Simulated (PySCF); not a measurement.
PtO₂, SMILES [O]=[Pt]=[O] (connectivity only; charge and spin as stated), neutral, multiplicity 3.

Coordinates come from a B3LYP-D3(BJ)/def2-TZVP optimisation. The spin state was assumed, not searched. The def2 effective core potentials stand for the cores of Pt; spin–orbit coupling is left out.

Two levels are set side by side: PBE/def2-TZVPD (PySCF) and r2SCAN/def2-TZVPD (PySCF). Same geometry, gas phase. Differences are taken from unrounded values.

```csv
quantity,r2SCAN
α-spin orbital gap (eV),1.04
β-spin orbital gap (eV),0.77
dipole moment (D),1.78
mean polarisability (bohr³),48.6
```

What does PBE give, and how far is it from r2SCAN? (The exact figures need the calculation; the answer reports its results.)


```json
[
 {"quantity": "α-spin orbital gap (eV)", "PBE": "0.66", "PBE minus r2SCAN": "-0.39"},
 {"quantity": "β-spin orbital gap (eV)", "PBE": "0.52", "PBE minus r2SCAN": "-0.25"},
 {"quantity": "dipole moment (D)", "PBE": "1.68", "PBE minus r2SCAN": "-0.10"},
 {"quantity": "mean polarisability (bohr³)", "PBE": "44.9", "PBE minus r2SCAN": "-3.7"}
]
```

Rough cost on one machine, each run with all the roots and properties that it gave: r2SCAN against PBE about 3 times.
